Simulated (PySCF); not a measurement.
Compound: C₂H₆OS₂Si.
Z-matrix (Å and degrees, PBE0-D3(BJ)/def2-SVP geometry), rows numbered from 1:
```
O 
Si  1  1.6572
S   2  2.1456  1  117.39
C   3  1.8323  2   95.90  1  -104.82
C   4  1.5136  3  111.17  2   -42.53
S   5  1.8307  4  111.62  3    57.69
H   1  0.9631  2  116.19  3    63.41
H   2  1.4807  1  103.21  3   120.91
H   4  1.1006  3  109.72  2    80.57
H   4  1.1009  3  105.97  2  -162.82
H   5  1.1004  4  110.76  3   -64.14
H   5  1.1014  4  110.71  3   175.60
```

The closed-shell ground state was solved at several levels (PySCF, density fitting, gas phase, non-relativistic).

| level | basis functions | total energy (Eh) | HOMO (eV) | LUMO (eV) | gap (eV) | dipole (D) |
| --- | --- | --- | --- | --- | --- | --- |
| B3LYP/pcSseg-1 | 153 | -1241.0250 | -6.90 | -0.40 | 6.50 | 2.55 |
| BP86/pcSseg-1 | 153 | -1241.0875 | -6.04 | -1.23 | 4.81 | 2.54 |
| KT3/pcSseg-1 | 153 | -1251.1988 | -6.01 | -1.16 | 4.85 | 2.42 |
| B3LYP/6-31G* | 108 | -1241.0093 | -6.73 | -0.20 | 6.53 | 2.60 |
| LDA/pcSseg-1 | 153 | -1235.8359 | -6.05 | -1.36 | 4.69 | 2.61 |
| wB97X-D/pcSseg-1 | 153 | -1240.9073 | -9.05 | 1.52 | 10.57 | 2.58 |
| PBE0/cc-pVDZ | 126 | -1240.4650 | -6.98 | 0.04 | 7.02 | 2.51 |
| LC-wPBE/pcSseg-1 | 153 | -1240.5576 | -9.90 | 2.02 | 11.92 | 2.57 |

**Question.** Estimate the row for PBE0/STO-3G, a basis of 48 functions; the other rows only guide the guess.

**Answer.** Total energy -1226.3093 Eh, HOMO -3.33 eV, LUMO 5.33 eV, gap 8.66 eV, dipole 1.32 D.

**Question.** Over all these levels, which gives the widest orbital gap and which the narrowest?

**Answer.** LC-wPBE/pcSseg-1 (range-separated hybrid) has the widest, 11.92 eV, and LDA/pcSseg-1 (LDA) the narrowest, 4.69 eV. The two share the basis. From the narrowest to the widest the HOMO moves by -3.85 eV and the LUMO by +3.38 eV.

**Question.** How far do the dipole and the HOMO energy spread over the levels?

**Answer.** The dipole runs from 1.32 to 2.61 D (mean 2.41 D) and the HOMO from -9.90 to -3.33 eV.

One conformer stands for the species.

The pairwise dispersion term of wB97X-D wasn't added to the energies; at a given geometry it leaves orbitals and properties as they are.
